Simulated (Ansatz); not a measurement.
Z-matrix (Å, degrees):
```
C
Al 1 1.951
H 1 1.094 2 112.0
H 1 1.095 2 111.8 3 121.0
H 1 1.095 2 111.2 3 -119.7
C 2 1.958 1 122.2 3 -170.6
Cl 2 2.174 1 115.1 3 41.9
O 2 1.996 1 104.8 3 -55.2
H 6 1.096 2 112.6 1 49.4
H 6 1.095 2 110.3 1 -69.1
H 6 1.094 2 112.7 1 171.8
Si 8 1.691 2 129.3 1 -100.5
H 8 0.969 2 102.4 1 113.8
H 12 1.479 8 109.7 2 -75.6
H 12 1.480 8 107.4 2 164.1
H 12 1.475 8 104.4 2 44.8
```

Total charge 0; spin multiplicity 1.

List the PBE0/def2-TZVPP orbital energies in eV (the Gaussian-basis code of Ansatz). (An estimate is asked.)

Computed: Occupied: -2766.15, -1804.25, -1527.15, -524.83, -276.98, -276.87, -258.01, -196.25, -196.19, -196.17, -146.52, -112.98, -101.23, -101.14, -101.14, -73.07, -72.98, -72.87, -30.24, -21.67, -18.71, -18.44, -17.61, -15.15, -13.55, -12.52, -10.99, -10.74, -10.65, -10.53, -10.46, -10.35, -10.11, -8.67, -8.55, -8.39, -7.25. Lowest empty: -0.97, 0.66, 0.81, 0.92, 1.25, 1.48, 1.92, 2.35.
